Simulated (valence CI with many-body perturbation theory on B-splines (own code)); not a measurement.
## Forbidden lines of Se XII

Computed by configuration interaction combined with many-body perturbation theory (CI+MBPT): five valence electrons over a frozen Dirac-Fock core [Ar], radial functions for each j: 7 s, 7 p, 8 d, 6 f, 4 g, 1 h, with the one-electron correlation potential Σ1, the two-electron term Σ2, the three-electron term Σ3, Breit, model QED; selected CI, second order for the rest, scaled by the run's own slope (own B-spline code, finite nucleus).

No measured spectrum was set against this ion. As an estimate, terms of the open shell hold to 2 to 4 % of their energy, and close levels can change places. Among the levels kept, up to 940 cm⁻¹ of a level comes from second order outside the variational space, and about a tenth of that is noise between levels of different J, which matters for small intervals. Excitations out of the core, of the other parity, are not computed and may begin above about 72.4 eV (a cautious bound); beyond it only levels of the ground parity were kept, without lifetimes. Only levels of the ground parity were solved; by the run's estimate the other parity begins above the list, which can be wrong where configurations are misplaced.

Lines 51 to 100 of 120 in falling wavelength, among levels below 584170 cm⁻¹, chosen from the decays that carry over 1 % of a level's rate. Wavelengths and rates use the calculated energies, so an error of 2000 cm⁻¹ moves a line at 371.2 nm by 7.4 % and its rate by three times that or more. Electric multipoles are in the length gauge, E1 and E2 with the static RPA response of the core. S is in atomic units (e²a₀⁴ for E2 and M2, e²a₀⁶ for E3), for M1 in squared Bohr magnetons. Weak lines are less certain than strong ones. Lines between different terms over intervals too small for the method are left out, as are lines whose strength nearly cancels.

Names give the largest LS component (configuration and term), which can be under half, so a name can repeat, a term be missing and a line seem to break the LS rules; names also repeat where a configuration has a term twice. Letters in brackets count levels of one name in rising energy.

| λ vac (nm) | Upper | Lower | Type | A (s⁻¹) | S (a.u.) |
| --- | --- | --- | --- | --- | --- |
| 371.2 | 3d5 2F_5/2 [b] | 3d5 2D_5/2 [a] | M1 | 6.94e-01 | 7.90e-03 |
| 368.6 | 3d5 4F_5/2 | 3d5 4D_5/2 | M1 | 7.77e+00 | 8.65e-02 |
| 357.6 | 3d5 2D_5/2 [a] | 3d5 4P_3/2 | M1 | 8.98e+00 | 9.13e-02 |
| 352.6 | 3d5 4F_9/2 | 3d5 4D_7/2 | M1 | 1.01e+01 | 1.64e-01 |
| 348.0 | 3d5 2I_11/2 | 3d5 4G_9/2 | M1 | 1.53e+00 | 2.86e-02 |
| 346.6 | 3d5 2G_9/2 [a] | 3d5 2I_11/2 | M1 | 8.27e+00 | 1.28e-01 |
| 342.0 | 3d5 2I_11/2 | 3d5 4G_11/2 | M1 | 5.18e+00 | 9.22e-02 |
| 339.7 | 3d5 2D_3/2 [a] | 3d5 4P_1/2 | M1 | 7.41e+00 | 4.30e-02 |
| 339.1 | 3d5 2D_5/2 [a] | 3d5 4P_5/2 | M1 | 7.13e+01 | 6.19e-01 |
| 333.0 | 3d5 4F_3/2 | 3d5 4D_3/2 | M1 | 2.06e+01 | 1.13e-01 |
| 330.2 | 3d5 4F_3/2 | 3d5 4D_5/2 | M1 | 5.93e+00 | 3.16e-02 |
| 329.1 | 3d5 4F_5/2 | 3d5 4D_7/2 | M1 | 4.90e-01 | 3.88e-03 |
| 327.3 | 3d5 2I_13/2 | 3d5 4G_11/2 | M1 | 2.46e-01 | 4.48e-03 |
| 321.0 | 3d5 4F_3/2 | 3d5 4D_1/2 | M1 | 1.17e+01 | 5.72e-02 |
| 320.3 | 3d5 2D_3/2 [a] | 3d5 4P_3/2 | M1 | 2.91e+01 | 1.42e-01 |
| 314.0 | 3d5 4F_7/2 | 3d5 4D_7/2 | M1 | 2.70e+01 | 2.48e-01 |
| 305.3 | 3d5 2D_3/2 [a] | 3d5 4P_5/2 | M1 | 6.08e+00 | 2.57e-02 |
| 290.2 | 3d5 2D_5/2 [a] | 3d5 4G_7/2 | M1 | 2.80e+01 | 1.52e-01 |
| 287.4 | 3d5 2F_5/2 [a] | 3d5 4D_3/2 | M1 | 8.01e+00 | 4.23e-02 |
| 285.4 | 3d5 2F_5/2 [a] | 3d5 4D_5/2 | M1 | 1.97e+01 | 1.02e-01 |
| 284.5 | 3d5 2D_5/2 [a] | 3d5 4G_5/2 | M1 | 2.22e+01 | 1.14e-01 |
| 282.9 | 3d5 2H_9/2 | 3d5 4D_7/2 | M1 | 3.78e+00 | 3.17e-02 |
| 280.8 | 3d5 2F_7/2 [a] | 3d5 4P_5/2 | M1 | 5.67e-01 | 3.72e-03 |
| 273.6 | 3d5 2G_7/2 [a] | 3d5 4D_5/2 | M1 | 1.01e+00 | 6.15e-03 |
| 261.1 | 3d5 2F_5/2 [a] | 3d5 4D_7/2 | M1 | 2.10e+00 | 8.32e-03 |
| 260.3 | 3d5 2D_3/2 [a] | 3d5 4G_5/2 | M1 | 1.08e+01 | 2.83e-02 |
| 254.4 | 3d5 4F_5/2 | 3d5 4P_5/2 | M1 | 2.73e+00 | 1.00e-02 |
| 251.2 | 3d5 2G_7/2 [a] | 3d5 4D_7/2 | M1 | 2.14e-01 | 1.01e-03 |
| 248.2 | 3d5 2F_7/2 [a] | 3d5 4G_9/2 | M1 | 2.95e+01 | 1.34e-01 |
| 246.4 | 3d5 2F_7/2 [a] | 3d5 4G_7/2 | M1 | 3.64e-01 | 1.62e-03 |
| 242.3 | 3d5 2F_7/2 [a] | 3d5 4G_5/2 | M1 | 6.64e-01 | 2.80e-03 |
| 238.3 | 3d5 4F_9/2 | 3d5 4G_9/2 | M1 | 2.46e+00 | 1.23e-02 |
| 236.7 | 3d5 4F_9/2 | 3d5 4G_7/2 | M1 | 3.75e+00 | 1.84e-02 |
| 235.5 | 3d5 4F_9/2 | 3d5 4G_11/2 | M1 | 1.32e+01 | 6.38e-02 |
| 235.5 | 3d5 4F_9/2 | 3d5 4G_11/2 | E2 | 4.90e-01 | 3.17e-01 |
| 235.5 | 3d5 4F_3/2 | 3d5 4P_5/2 | M1 | 5.65e-01 | 1.09e-03 |
| 227.4 | 3d5 2G_9/2 [a] | 3d5 4D_7/2 | M1 | 4.69e+00 | 2.04e-02 |
| 227.3 | 3d5 2F_5/2 [b] | 3d5 4D_3/2 | M1 | 5.07e-01 | 1.32e-03 |
| 225.8 | 3d5 4F_5/2 | 3d5 4G_7/2 | M1 | 1.48e+01 | 3.80e-02 |
| 225.8 | 3d5 4F_5/2 | 3d5 4G_7/2 | E2 | 3.38e-01 | 1.06e-01 |
| 222.3 | 3d5 4F_5/2 | 3d5 4G_5/2 | M1 | 6.03e-01 | 1.48e-03 |
| 220.1 | 3d5 4F_7/2 | 3d5 4G_9/2 | M1 | 3.68e+01 | 1.16e-01 |
| 218.7 | 3d5 4F_7/2 | 3d5 4G_7/2 | M1 | 2.14e+01 | 6.65e-02 |
| 215.4 | 3d5 4F_7/2 | 3d5 4G_5/2 | M1 | 1.98e+00 | 5.85e-03 |
| 211.8 | 3d5 2F_5/2 [a] | 3d5 4P_5/2 | M1 | 3.68e+00 | 7.76e-03 |
| 210.5 | 3d5 2F_5/2 [b] | 3d5 4D_7/2 | M1 | 8.73e+00 | 1.81e-02 |
| 207.8 | 3d5 4F_3/2 | 3d5 4G_5/2 | M1 | 1.07e+01 | 1.42e-02 |
| 207.8 | 3d5 4F_3/2 | 3d5 4G_5/2 | E2 | 6.19e-01 | 8.56e-02 |
| 205.2 | 3d5 2G_7/2 [a] | 3d5 4P_5/2 | M1 | 1.96e-01 | 5.01e-04 |
| 204.3 | 3d5 2H_9/2 | 3d5 4G_9/2 | M1 | 2.78e+01 | 8.80e-02 |
